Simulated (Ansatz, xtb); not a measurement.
## Two structures of CH6BSn

Structure a is a doublet given by its coordinates and structure b is `C[BH][SnH2]`, a doublet. Both are isolated molecules in the gas phase, relaxed with PBE0-D3(BJ)/def2-SVP; the shapes shown needn't be the lowest conformers.

a (Å):

```xyz
9

C     0.2692   -1.2788    0.9431
B     0.2287   -1.0908    2.4579
Sn    1.2011   -3.2905    1.0298
H    -0.7182   -1.4894    3.1008
H     1.1771   -0.6140    3.0427
H    -0.6723   -1.4543    0.4044
H     0.9852   -0.6890    0.3542
H     0.1973   -4.4289    1.8469
H     2.7595   -3.2450    1.7651
```

Close contacts (Å): C1–B2 1.53, C1–Sn3 2.22, B2–Sn3 2.80, C1–H6 1.10, C1–H7 1.10, B2–H4 1.21, B2–H5 1.21, Sn3–H8 1.72, Sn3–H9 1.72.

b (Å):

```xyz
9

C     0.1645   -0.8275    2.5074
B     1.1100   -1.4973    1.4579
Sn    0.8717   -3.5446    0.7531
H     0.7691   -0.4768    3.3641
H    -0.6571   -1.4467    2.8933
H    -0.2670    0.0910    2.0687
H     2.0421   -0.8948    0.9752
H    -0.3531   -4.6356    1.2580
H     1.8717   -4.3351   -0.3914
```

Quicker runs give these differences E(b) − E(a): GFN2-xTB +5.01 kcal/mol; HF/STO-3G +8.27 kcal/mol (at GFN2-xTB geometries); r2SCAN-D4/def2-SVP +2.80 kcal/mol (at GFN2-xTB geometries).

Problem. Estimate E(b) − E(a) at the level CCSD(T)/def2-SVP + ΔMP2/def2-TZVPP.

Solution. Too close to call at this level: CCSD(T)/def2-SVP + ΔMP2/def2-TZVPP gives E(b) − E(a) = −1.32 kcal/mol.

How the difference moves with the method:

```json
{"level": "GFN2-xTB", "geometry": "GFN2-xTB", "E(b) − E(a) (kcal/mol)": "+5.01", "departure from the last row (kcal/mol)": "+6.33", "job, with rough time for the two": "optimisation, 0.35 s"}
{"level": "HF/STO-3G", "geometry": "GFN2-xTB", "E(b) − E(a) (kcal/mol)": "+8.27", "departure from the last row (kcal/mol)": "+9.60", "job, with rough time for the two": "single point, 2.4 s"}
{"level": "r2SCAN-D4/def2-SVP", "geometry": "GFN2-xTB", "E(b) − E(a) (kcal/mol)": "+2.80", "departure from the last row (kcal/mol)": "+4.12", "job, with rough time for the two": "single point, 8.1 s"}
{"level": "PBE0-D3(BJ)/def2-SVP", "geometry": "PBE0-D3(BJ)/def2-SVP", "E(b) − E(a) (kcal/mol)": "−4.17", "departure from the last row (kcal/mol)": "−2.85", "job, with rough time for the two": "optimisation, 4.1 min"}
{"level": "HF/def2-SVP", "geometry": "PBE0-D3(BJ)/def2-SVP", "E(b) − E(a) (kcal/mol)": "−1.42", "departure from the last row (kcal/mol)": "−0.09", "job, with rough time for the two": "part of the CCSD(T) run"}
{"level": "MP2/def2-SVP", "geometry": "PBE0-D3(BJ)/def2-SVP", "E(b) − E(a) (kcal/mol)": "−0.61", "departure from the last row (kcal/mol)": "+0.71", "job, with rough time for the two": "part of the CCSD(T) run"}
{"level": "CCSD(T)/def2-SVP", "geometry": "PBE0-D3(BJ)/def2-SVP", "E(b) − E(a) (kcal/mol)": "−1.74", "departure from the last row (kcal/mol)": "−0.42", "job, with rough time for the two": "single point"}
{"level": "CCSD(T)/def2-SVP + ΔMP2/def2-TZVPP", "geometry": "PBE0-D3(BJ)/def2-SVP", "E(b) − E(a) (kcal/mol)": "−1.32", "departure from the last row (kcal/mol)": "", "job, with rough time for the two": "single point, 72 s"}
```

GFN2-xTB, HF/STO-3G, r2SCAN-D4/def2-SVP put the two in the other order. The largest departure from CCSD(T)/def2-SVP + ΔMP2/def2-TZVPP is that of HF/STO-3G, 9.60 kcal/mol. The last row adds to CCSD(T) the change of the MP2 difference between the two basis sets, here +0.42 kcal/mol.

With harmonic frequencies from PBE0-D3(BJ)/def2-SVP (ideal gas, rigid rotor, one conformer each, 298.15 K, 1 atm): on the last row, ΔE + ΔZPE = −0.80, ΔH = −0.48, ΔG = −1.10 kcal/mol.

Open shells are spin-unrestricted. The correlated steps freeze 6 core orbitals; the filled d shell of Sn is correlated, in a basis made for valence electrons. Atoms past krypton carry core potentials in the def2 sets, other sets are all-electron and non-relativistic, and no spin–orbit term is included. Run with Ansatz 0.2.0, xtb 6.7.1; the last row on 2 threads of Intel(R) Xeon(R) Processor @ 2.50GHz (Skylake/Cascade Lake) on a shared host.
